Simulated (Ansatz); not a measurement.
Cl₃OSi (`[O][Si](Cl)(Cl)Cl`) radical, charge 0, multiplicity 2.

Q: Give a relaxed structure at PBE0-D4/def2-TZVP (Ansatz). (An estimate is asked.)

A: The calculation gave: 
Cartesian coordinates in Å:
```
O -0.807 -1.011 1.090
Si -0.039 -0.042 0.005
Cl 1.030 -1.110 -1.333
Cl 1.152 1.030 1.237
Cl -1.336 1.134 -0.999
```
Point group Cs.
